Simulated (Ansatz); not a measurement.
`C[Si](C)(Cl)CCCCc1ccc(/N=N/c2ccccc2)cc1` with charge -1. Total charge -1; doublet. Geometry PBE-D4/def2-SVP, that of the neutral singlet.

```xyz
45

C     4.403   -0.319    3.779
Si    3.801   -0.572    2.015
C     4.821   -1.869    1.109
Cl    1.817   -1.296    2.118
C     3.720    1.064    1.073
C     3.271    0.945   -0.393
C     2.968    2.286   -1.077
C     1.737    3.038   -0.521
C     0.449    2.267   -0.692
C    -0.029    1.408    0.326
C    -1.177    0.637    0.147
C    -1.892    0.714   -1.072
N    -3.062   -0.018   -1.361
N    -3.472   -0.769   -0.426
C    -4.641   -1.506   -0.721
C    -5.113   -2.348    0.310
C    -6.265   -3.120    0.116
C    -6.954   -3.056   -1.107
C    -6.485   -2.217   -2.139
C    -5.336   -1.444   -1.953
C    -1.429    1.571   -2.093
C    -0.272    2.334   -1.903
H     3.771    0.417    4.314
H     5.449    0.055    3.782
H     4.377   -1.271    4.347
H     5.873   -1.530    1.003
H     4.413   -2.057    0.096
H     4.820   -2.830    1.662
H     3.030    1.719    1.651
H     4.718    1.555    1.138
H     2.371    0.294   -0.456
H     4.060    0.421   -0.973
H     2.808    2.108   -2.163
H     3.856    2.953   -0.999
H     1.657    4.015   -1.042
H     1.892    3.269    0.554
H     0.523    1.333    1.276
H    -1.546   -0.040    0.929
H    -4.547   -2.370    1.254
H    -6.630   -3.774    0.923
H    -7.860   -3.662   -1.263
H    -7.028   -2.171   -3.096
H    -4.945   -0.780   -2.737
H    -2.005    1.615   -3.029
H     0.082    2.999   -2.707
```

Single mean-field runs in def2-TZVP are fitted with def2-universal-jkfit. At PBE-D4/def2-TZVP, BLYP-D4/def2-TZVP, PBE0-D4/def2-TZVP the highest occupied level of the charge -1 doublet lies above zero (up to 1.15 eV). By energy differences its removal costs 0.97 eV (vertical, to the charge 0 singlet, at BLYP-D4/def2-TZVP); self-interaction error and the lack of diffuse functions both raise the level.

(1) Estimate the α-spin orbital energies around the gap (eV) in Ansatz with PBE-D4/def2-TZVP, BLYP-D4/def2-TZVP, PBE0-D4/def2-TZVP.

Results:

(1) 
```tsv
orbital	PBE-D4/def2-TZVP	BLYP-D4/def2-TZVP	PBE0-D4/def2-TZVP
HOMO−5	-2.84	-2.63	-3.95
HOMO−4	-2.61	-2.41	-3.65
HOMO−3	-2.59	-2.39	-3.62
HOMO−2	-1.66	-1.46	-2.59
HOMO−1	-0.47	-0.35	-1.80
HOMO	0.97	1.15	0.30
LUMO	1.85	1.85	2.59
LUMO+1	2.28	2.43	3.24
LUMO+2	2.42	2.56	3.29
LUMO+3	2.50	2.62	3.35
LUMO+4	2.60	2.68	3.42
LUMO+5	2.66	2.74	3.48
β HOMO	-0.32	-0.20	-1.61
β LUMO	1.43	1.59	2.37
```
